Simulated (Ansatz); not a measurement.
Program: Ansatz. Geometries: PBE0-D4/def2-TZVP. ΔE: electronic, gas phase. CBS: MP2 limit from def2 TZ/QZ plus the TZ coupled-cluster correction, frozen cores. Each species was taken in one conformer, which may not be the lowest.

`C=CN[SiH2][AlH2]` + `[SiH3][SiH2]Cl` → `C=C[SiH2][SiH2]Cl` + `N[SiH2][AlH2]`  (formal exchange of groups at a C–N bond)

```csv
species,HF/CBS(def2) energy (Eh)
`C=CN[SiH2][AlH2]`,-665.77798
`[SiH3][SiH2]Cl`,-1040.38928
`C=C[SiH2][SiH2]Cl`,-1117.30928
`N[SiH2][AlH2]`,-588.86099
```

**Question.** Work out ΔE.

**Answer.** ΔE = (-1117.30928) + (-588.86099) − (-665.77798) − (-1040.38928) = -0.00301 Eh = -7.9 kJ/mol. CCSD(T)/CBS gives +16.7 kJ/mol.

Largest T1 diagnostic among the species: 0.016.

In def2-TZVPP, CCSD(T) changes the Hartree–Fock value by +28.0 kJ/mol (the triples alone add +7.3 kJ/mol) and MP2 by +30.0 kJ/mol. The D4 term adds +7.4 kJ/mol with B3LYP and +3.4 kJ/mol with PBE0; it sums over pairs of atoms, weighted by their polarisabilities, and B3LYP, whose exchange is more repulsive, gets the larger term. From PBE to PBE0 (25 % exact exchange), in def2-TZVPP and without D4, ΔE moves by −4.0 kJ/mol.

B3LYP here is the variant with VWN-RPA as its local correlation; programs differ in this.
